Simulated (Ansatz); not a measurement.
Computed with Ansatz on PBE0-D4/def2-TZVP structures; ΔE is electronic, products minus reactants. CCSD(T)/CBS adds triple-zeta CCSD(T) − MP2 to the extrapolated MP2 energy (def2 sets, frozen cores). This one scheme is used for every species. DFT in def2-TZVPP. B3LYP here is the variant with VWN-RPA as its local correlation; programs differ in this. One conformer a species, not always the lowest.

Consider the substitution at a C–C bond: `CC(F)(F)F` + `OB(O)S` → `OB(O)SC(F)(F)F` + CH₄.

```csv
level,ΔE (kJ/mol)
B3LYP-D4,34.4
B3LYP,41.4
CCSD(T)/def2-TZVPP,43.6
CCSD/CBS(def2),47.2
```

What does CCSD(T)/CBS give? (Estimate.)

Computed: +42.3 kJ/mol. The listed levels differ from it by -7.9, -0.9, 1.3, 4.9 kJ/mol.

Largest T1 diagnostic among the species: 0.013.

In def2-TZVPP, CCSD(T) changes the Hartree–Fock value by −17.7 kJ/mol (the triples alone add −4.9 kJ/mol) and MP2 by −19.4 kJ/mol. The D4 term adds −7.0 kJ/mol with B3LYP and −3.9 kJ/mol with PBE0; it sums over pairs of atoms, weighted by their polarisabilities, and B3LYP, whose exchange is more repulsive, gets the larger term.
